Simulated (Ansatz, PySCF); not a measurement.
Cl3FTi, SMILES [F][Ti]([Cl])([Cl])[Cl], multiplicity 1.

Coordinates come from a ωB97X-D3(BJ)/def2-SVP optimisation. The spin state was assumed, not searched.

Vertical ionisation energy (IE) and electron affinity (EA) in eV. Rows of orbital energies are one-electron estimates. Where ΔSCF, EOM or ADC give a negative EA the extra electron is unbound and the value depends on the basis.

```tsv
level	IE	EA
−ε(HOMO), −ε(LUMO), M06-2X/def2-TZVP (PySCF)	?	?
−ε(HOMO), −ε(LUMO), PBE/def2-TZVP (PySCF)	8.27	4.39
ΔSCF, PBE0/def2-TZVPD (Ansatz), final states of multiplicity 2 and 2	11.61	2.02
ΔSCF, PBE/def2-TZVPD (Ansatz), final states of multiplicity 2 and 2	11.12	1.37
```

What belongs in the gaps? (The exact figures need the calculation; the answer reports its results.)


- −ε(HOMO), −ε(LUMO), M06-2X/def2-TZVP (PySCF), IE: 10.97
- −ε(HOMO), −ε(LUMO), M06-2X/def2-TZVP (PySCF), EA: 2.48

What vertical singlet–triplet gap does ΔSCF give with PBE0/def2-TZVPD (Ansatz, a first-principles code) and with PBE/def2-TZVPD (Ansatz)? (An estimate is asked for; the answer gives what the named calculation found.)

4.05 and 4.18 eV (triplet above singlet where positive).
